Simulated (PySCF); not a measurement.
Atoms are numbered as in `[CH3:1][C:2]([F:3])([F:4])[c:5]1[cH:6][cH:7][cH:8][cH:9][cH:10]1`; H(Xn) means a hydrogen on atom n.

GIAO PBE0/pcSseg-1 shifts (PySCF 2.14, gas phase, non-relativistic, equivalent atoms averaged), each against references optimised in the same way as the molecule (TMS, CFCl3).

On the GFN2-xTB geometry: C5 146.5, C8 134.7, C7/C9 133.9, C6/C10 130.4, C2 129.1, C1 32.4, F3/F4 -118.9, H(C6)/H(C10) 7.84, H(C7)/H(C9) 7.74, H(C8) 7.70, H(C1) 1.74 ppm.

What changes on the PBE0-D3(BJ)/def2-SVP geometry?

## Answers


```
       atoms  δ (ppm)  change
          C5    145.7    -0.8
          C8    134.9    +0.2
       C7/C9    133.8    -0.1
      C6/C10    130.5    +0.1
          C2    123.9    -5.2
          C1     30.7    -1.7
       F3/F4   -115.3    +3.6
H(C6)/H(C10)     7.66   -0.18
 H(C7)/H(C9)     7.55   -0.19
       H(C8)     7.52   -0.18
       H(C1)     1.62   -0.12
```

Unscaled 19F shifts against computed CFCl3 carry errors that often reach 10 to 50 ppm.

Bonds between heavy atoms that differ most (equivalent bonds averaged): C1–C2 1.522 → 1.509 Å, C6–C7 1.384 → 1.393 Å, C7–C8 1.385 → 1.394 Å, C5–C6 1.388 → 1.396 Å, C2–F3 1.369 → 1.362 Å. Mean change of bonds to hydrogen: C–H +0.012 Å.
